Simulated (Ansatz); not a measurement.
Geometry optimisation, RKS B3LYP-D4/def2-SVP (Ansatz 0.2.0).

Input:

```yaml
crystal:
  periodic: [false, false, false]
  atoms:
    - { symbol: Si, position_ang: [-0.09023, 1.1049, -1.15607] }
    - { symbol: C, position_ang: [0.02532, -0.05792, 0.33271] }
    - { symbol: C, position_ang: [0.03315, -1.46645, 0.29421] }
    - { symbol: Al, position_ang: [0.157, -0.84225, 2.09812] }
    - { symbol: H, position_ang: [-0.88334, 0.50166, -2.2328] }
    - { symbol: H, position_ang: [-0.72577, 2.35149, -0.717] }
    - { symbol: H, position_ang: [1.26499, 1.37785, -1.6472] }
    - { symbol: H, position_ang: [-0.03798, -2.05224, -0.62408] }
    - { symbol: H, position_ang: [0.25686, -0.91705, 3.65211] }
basis:
  gaussian: { orbitals: def2-SVP }
hamiltonian:
  xc: b3lyp
  dispersion: d4
relax:
  f_tol: 0.015
  max_steps: 40
```

Run as:

```bash
$ ansatz run input.yaml --threads 1 --pin off --max-ram 2048MiB --backend cpu --events-out ev --progress --plain --runs-dir out
```

**Question.** Where does it end, and by what steps?

**Answer.** It converged. After 13 steps the energy has fallen by 0.136 eV; H5 moved furthest, 0.48 Å.

| step | energy less start (eV) | largest force component (eV/Å) | accepted |
| --- | --- | --- | --- |
| 0 | 0.0000 | 1.714 | yes |
| 1 | -0.0969 | 0.716 | yes |
| 2 | -0.1161 | 0.109 | yes |
| 3 | -0.1202 | 0.235 | yes |
| 4 | -0.1271 | 0.088 | yes |
| 5 | -0.1327 | 0.043 | yes |
| 6 | -0.1303 | 0.236 | no |
| 7 | -0.1315 | 0.140 | no |
| 8 | -0.1337 | 0.018 | yes |
| 9 | -0.1352 | 0.047 | yes |
| 10 | -0.1356 | 0.045 | yes |
| 11 | -0.1359 | 0.026 | yes |
| 12 | -0.1358 | 0.045 | no |
| 13 | -0.1359 | 0.013 | yes |

```xyz
9
Properties=species:S:1:pos:R:3
Si -0.033 1.093 -1.127
C 0.035 -0.127 0.282
C -0.201 -1.485 0.333
Al 0.263 -0.834 2.013
H -0.438 0.436 -2.411
H -1.013 2.177 -0.817
H 1.306 1.727 -1.318
H -0.493 -2.139 -0.502
H 0.576 -0.848 3.547
```

Whether the end is a true minimum wasn't checked by a vibrational analysis.

Time of the run: 49 s on 1 thread of Intel(R) Xeon(R) Processor @ 2.70GHz, on a shared host, peak memory 0.19 GiB.
